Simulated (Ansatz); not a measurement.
`C[Si](N)(O)F`, relaxed with RKS PBE-D4/def2-SVP in the Gaussian-basis code of Ansatz from a rough embedded geometry. The force threshold is 0.03 eV/Å; the program also tests the step.

The species carries charge 0 and has multiplicity 1.

Start:

```xyz
11

C     1.115    0.743    0.612
Si   -0.100   -0.279   -0.152
N    -1.453    0.585   -0.626
O    -0.739   -1.490    0.703
F     0.483   -0.940   -1.473
H     1.540    1.557   -0.050
H     2.036    0.174    0.908
H     0.785    1.268    1.491
H    -1.313    0.781   -1.644
H    -2.231   -0.118   -0.650
H    -0.124   -2.281    0.880
```

```json
{"step": "1", "energy (eV)": "-15249.6723", "largest force (eV/Å)": "3.207", "largest move (Å)": "0.000"}
{"step": "2", "energy (eV)": "-15250.1300", "largest force (eV/Å)": "1.276", "largest move (Å)": "0.100"}
{"step": "3", "energy (eV)": "-15250.2893", "largest force (eV/Å)": "0.326", "largest move (Å)": "0.127"}
{"step": "4 (rejected)", "energy (eV)": "-15250.2706", "largest force (eV/Å)": "0.571", "largest move (Å)": "0.190"}
{"step": "5", "energy (eV)": "-15250.2966", "largest force (eV/Å)": "1.011", "largest move (Å)": "0.090"}
{"step": "6", "energy (eV)": "-15250.3224", "largest force (eV/Å)": "0.369", "largest move (Å)": "0.100"}
{"step": "7", "energy (eV)": "-15250.3326", "largest force (eV/Å)": "0.217", "largest move (Å)": "0.150"}
{"step": "8", "energy (eV)": "-15250.3451", "largest force (eV/Å)": "0.163", "largest move (Å)": "0.103"}
{"step": "9", "energy (eV)": "-15250.3528", "largest force (eV/Å)": "0.314", "largest move (Å)": "0.120"}
{"step": "10", "energy (eV)": "-15250.3528", "largest force (eV/Å)": "0.342", "largest move (Å)": "0.003"}
{"step": "11", "energy (eV)": "-15250.3565", "largest force (eV/Å)": "0.107", "largest move (Å)": "0.074"}
{"step": "12", "energy (eV)": "-15250.3576", "largest force (eV/Å)": "0.021", "largest move (Å)": "0.021"}
```

End:

```xyz
11

C     1.147    0.785    0.550
Si   -0.096   -0.408   -0.165
N    -1.478    0.446   -0.717
O    -0.668   -1.566    0.901
F     0.697   -1.261   -1.341
H     1.421    1.567   -0.188
H     2.081    0.263    0.840
H     0.736    1.289    1.447
H    -1.380    1.334   -1.211
H    -2.312   -0.062   -1.019
H    -0.148   -2.388    0.903
```

It took 8 s on 4 threads of an Intel Xeon 6975P-C on a shared host, with 0.2 GiB of host memory at the peak.
